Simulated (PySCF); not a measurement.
Be(H)(OMe) (CH4BeO), SMILES [BeH][O]C.

The structure is a stationary point at r2SCAN-D4/def2-TZVP.

The numbers are results of ωB97X/def2-TZVPD (PySCF), not measurements.

Symmetry labels are those of the subgroup Cs that the program uses (full group C3v).

Computed valence orbital energies around the gap with their symmetry:
```
orbital  symmetry  energy (eV)
-------  --------  -----------
HOMO−7         A'       -30.71
HOMO−6         A'       -22.04
HOMO−5         A'       -16.32
HOMO−4         A'       -15.35
HOMO−3         A"       -15.35
HOMO−2         A'       -11.56
HOMO−1         A'       -10.98
HOMO           A"       -10.98
LUMO           A'         1.60
LUMO+1         A'         1.62
LUMO+2         A"         1.62
LUMO+3         A'         2.08
```
